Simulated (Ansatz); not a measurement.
Mulliken charges of AlH3OS2Si, SMILES `S[Si]1(S)[O][AlH]1` from PBE/def2-TZVPP in Ansatz (PBE0-D4/def2-TZVP geometry).

```csv
atom,x (Å),y (Å),z (Å),charge (e)
S1,-0.520,2.386,0.101,-0.222
Si2,0.189,0.383,0.191,0.428
S3,2.194,0.724,0.817,-0.230
O4,0.057,-0.586,-1.165,-0.321
Al5,-0.941,-1.574,-0.124,0.181
H6,-1.817,2.039,0.126,0.114
H7,2.611,-0.489,0.419,0.117
H8,-1.680,-2.939,-0.421,-0.067
```

Q: By hand: the dipole of these point charges (1 e Å = 4.8032 D).

A: Σ q r = (-0.286, -0.257, 0.315) e Å, of length 0.497 e Å = 2.39 D.

Q: How does the dipole of the full density compare? (An estimate is asked.)

A: The calculation gave: (-0.324, -0.446, 0.105) e Å, 2.70 D; the point charges give 0.89 times that, at 30° from its direction.

Point charges leave out the atoms' own dipoles, such as those of lone pairs, and Mulliken's split depends on the basis, so the two needn't agree.
